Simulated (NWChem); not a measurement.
System meant: CH2ClFO2Si; SMILES F[Si]1(OCO1)Cl

Input file for NWChem:

```
start job
memory heap 200 mb stack 900 mb global 1100 mb
geometry units angstroms noautoz
  F      1.860041    -0.269047     0.000000
  Si     0.281706    -0.018063     0.000000
  Cl    -0.582474    -1.843577     0.000000
  O     -0.270647     1.099538    -1.103931
  C     -0.672636     1.910971     0.000000
  O     -0.270647     1.099538     1.103931
  H     -0.135824     2.874423     0.000000
  H     -1.764165     2.067606     0.000000
end
basis spherical
  * library def2-svp
end
dft
  odft
  mult 2
  xc xpbe96 cpbe96
  iterations 150
  mulliken
end
task dft energy
```

End of the output:

```
 Summary of "ao basis" -> "ao basis" (spherical)
 ------------------------------------------------------------------------------
       Tag                 Description            Shells   Functions and Types
 ---------------- ------------------------------  ------  ---------------------
 F                          def2-svp                 6       14   3s2p1d
 Si                         def2-svp                 8       18   4s3p1d
 Cl                         def2-svp                 8       18   4s3p1d
 O                          def2-svp                 6       14   3s2p1d
 C                          def2-svp                 6       14   3s2p1d
 H                          def2-svp                 3        5   2s1p

 Summary of "ao basis" -> "ao basis" (spherical)
 ------------------------------------------------------------------------------
       Tag                 Description            Shells   Functions and Types
 ---------------- ------------------------------  ------  ---------------------
 F                          def2-svp                 6       14   3s2p1d
 Si                         def2-svp                 8       18   4s3p1d
 Cl                         def2-svp                 8       18   4s3p1d
 O                          def2-svp                 6       14   3s2p1d
 C                          def2-svp                 6       14   3s2p1d
 H                          def2-svp                 3        5   2s1p

      Symmetry analysis of basis
      --------------------------

        a'         68
        a"         34

  number of electrons :                   64
  multiplicity        :                    2
 ------------------------------------------------------------------------
  no. of electrons and multiplicity not compatible                  64
 ------------------------------------------------------------------------
 ------------------------------------------------------------------------
  current input line :
    23: task dft energy
 ------------------------------------------------------------------------
 ------------------------------------------------------------------------
 There is an error in the input file
 ------------------------------------------------------------------------
 For more information see the NWChem manual at https://nwchemgit.github.io

0: no. of electrons and multiplicity not compatible:Received an Error in Communication
```

### Question
What is wrong, and how is it mended?

### Answer
The program refused the input. Cause: the multiplicity doesn't fit the number of electrons (an even count wants an odd multiplicity, and the reverse). This input runs:
```
start job
memory heap 200 mb stack 900 mb global 1100 mb
geometry units angstroms noautoz
  F      1.860041    -0.269047     0.000000
  Si     0.281706    -0.018063     0.000000
  Cl    -0.582474    -1.843577     0.000000
  O     -0.270647     1.099538    -1.103931
  C     -0.672636     1.910971     0.000000
  O     -0.270647     1.099538     1.103931
  H     -0.135824     2.874423     0.000000
  H     -1.764165     2.067606     0.000000
end
basis spherical
  F library def2-svp
  Si library def2-svp
  Cl library def2-svp
  O library def2-svp
  C library def2-svp
  H library def2-svp
end
dft
  xc xpbe96 cpbe96
  iterations 150
  mulliken
end
task dft energy
```
It converges to -1038.35518 Ha (PBE/def2-SVP).
